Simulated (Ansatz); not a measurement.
`CC(C)[SiH]` + `[NH2][InH2]` → `C[NH][InH2]` + `CC[SiH]` at 298.15 K and 1 bar (substitution at a C–C bond).

Computed with Ansatz on PBE0-D4/def2-TZVP structures; ΔE is electronic, products minus reactants. CCSD(T)/CBS adds triple-zeta CCSD(T) − MP2 to the extrapolated MP2 energy (def2 sets, frozen cores). def2 core potentials past Kr. For In outer-core shells are correlated without core-valence functions, which leaves a few kJ/mol of doubt a bond.

```json
{"species": "`CC(C)[SiH]`", "CCSD(T)/CBS energy (Eh)": "-407.98328", "H − E (kJ/mol)": "280.1", "S (J/(mol·K))": "308.1"}
{"species": "`[NH2][InH2]`", "CCSD(T)/CBS energy (Eh)": "-246.90424", "H − E (kJ/mol)": "110.5", "S (J/(mol·K))": "281.1"}
{"species": "`C[NH][InH2]`", "CCSD(T)/CBS energy (Eh)": "-286.14916", "H − E (kJ/mol)": "189.4", "S (J/(mol·K))": "318.2"}
{"species": "`CC[SiH]`", "CCSD(T)/CBS energy (Eh)": "-368.72354", "H − E (kJ/mol)": "201.6", "S (J/(mol·K))": "291.2"}
```

H − E and S are ideal-gas, rigid-rotor, harmonic terms from PBE0-D4/def2-TZVP, for one conformer and one mirror image of each species. 1 Eh = 2625.50 kJ/mol, R = 8.31446 J/(mol·K).

Task: By hand: ΔE, ΔH, ΔS and ΔG.

Result: ΔE = (-286.14916) + (-368.72354) − (-407.98328) − (-246.90424) = 0.01482 Eh = 38.9 kJ/mol. Δ(H − E) = 189.4 + 201.6 − 280.1 − 110.5 = 0.4, so ΔH = 39.3 kJ/mol. ΔS = 318.2 + 291.2 − 308.1 − 281.1 = 20.2 J/(mol·K). ΔG = 39.3 − 298.15 × (20.2)/1000 = 33.3 kJ/mol.

Task: By hand: the equilibrium constant, and the temperature at which ΔG would vanish if ΔH and ΔS stayed fixed.

Result: log₁₀ K = −ΔG/(RT ln 10) = -5.8. ΔG = 0 at ΔH/ΔS = 1946 K.

ΔH outweighs TΔS. A doubt of 5 kJ/mol in ΔE shifts log₁₀ K by 0.9 here. Other conformers and mirror images would add mixing entropy, several J/(mol·K) or more a flexible species. These are equilibria of isolated gas molecules and say nothing of rates. Largest T1 diagnostic: 0.016 (customary marks: 0.02 for closed shells, 0.045 for open ones).
